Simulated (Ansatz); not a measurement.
TeAu2⁺, relaxed as a doublet with UKS PBE0-D4/def2-TZVP in Ansatz, starting from the PBE0-D4/def2-TZVP geometry of the neutral singlet. Force threshold 0.02 eV/Å.

In the def2 sets Au, Te take a core potential; there is no spin–orbit coupling. The structure comes from a short search, and lower isomers may exist.

Start:

| atom | x (Å) | y (Å) | z (Å) |
| --- | --- | --- | --- |
| Au1 | 0.828 | 1.629 | -0.103 |
| Au2 | 0.284 | -1.709 | 0.592 |
| Te3 | -1.112 | 0.079 | -0.488 |

| step | energy (eV) | largest force component (eV/Å) | SCF passes |
| --- | --- | --- | --- |
| 1 | -14674.8709 | 0.157 | 19 |
| 2 | -14674.8807 | 0.035 | 26 |
| 3 | -14674.8823 | 0.046 | 26 |
| 4 | -14674.8828 | 0.010 | 27 |

Force components are those of the run's own axes.

End:

```csv
atom,x (Å),y (Å),z (Å)
Au1,0.8078,1.7274,-0.1389
Au2,0.2331,-1.8018,0.5958
Te3,-1.0409,0.0744,-0.4569
```

By distances, no bond broke or formed. The bond that changes most is Au2–Te3, from 2.51 to 2.50 Å (atoms count from 1).

No frequencies were taken in this run, so the end may be a saddle point.

Hardware: 4 threads of Arm Neoverse N1 on a shared host. Wall time 21 s.
